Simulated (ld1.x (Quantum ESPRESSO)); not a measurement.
How hard is this Li (Z = 3) ultrasoft potential?

ld1.x (Quantum ESPRESSO) 7.5 input, shortened:

```
&input
   title='Li', zed=3., rel=1, dft='PBESOL', iswitch=3,
   config='[He] 2s1 2p0'
 /
 &inputp
   pseudotype=3, tm=.true., lloc=-1, rcloc=2.70,
   nlcc=.false.,
   which_augfun='PSQ', rmatch_augfun_nc=.true.
 /
4
1S  1  0   2.00   0.00  1.00  1.20  0.0
2S  2  0   1.00   0.00  1.00  1.20  0.0
2P  2  1   0.00   0.00  3.55  4.80  0.0
2P  2  1   0.00   4.10  3.55  4.80  0.0
 &test
   configts(1)='1s2 2s1 2p0'
 /
```

The pseudo-atom Hamiltonian at the reference potential is diagonalised in spherical Bessel functions j_l(qr) that vanish at 20 bohr, with q² up to the cutoff. All-electron valence levels (Ry): 1s -3.7758, 2s -0.2074, 2p -0.0776.

How do the lowest levels (Ry) of each channel move with the cutoff, and are there ghosts?

```tsv
cutoff (Ry)	s #1	s #2	s #3	p #1	p #2	d #1	d #2	f #1	f #2	Σ f·Δε (mRy)
8	-3.4077	-0.1631	0.0170	-0.0775	0.0394	0.0453	0.1365	0.0988	0.2227	780.6
15	-3.6851	-0.1752	0.0143	-0.0775	0.0394	0.0453	0.1365	0.0988	0.2227	213.7
25	-3.7624	-0.1837	0.0125	-0.0775	0.0394	0.0453	0.1365	0.0988	0.2227	50.5
45	-3.7755	-0.2001	0.0090	-0.0775	0.0394	0.0453	0.1365	0.0988	0.2227	7.9
60	-3.7756	-0.2066	0.0076	-0.0775	0.0394	0.0453	0.1365	0.0988	0.2227	1.2
90	-3.7758	-0.2073	0.0075	-0.0775	0.0394	0.0453	0.1365	0.0988	0.2227	0.1
400	-3.7758	-0.2074	0.0075	-0.0775	0.0394	0.0453	0.1365	0.0988	0.2227	0.0
```

Result: no extra level below or beside the all-electron valence levels (s, p, d, f tested); 10 mRy is reached at 45 Ry and 1 mRy at 70 Ry.

Test run stopped at test 3 of 4 (negative rho), 1 before it not solved.
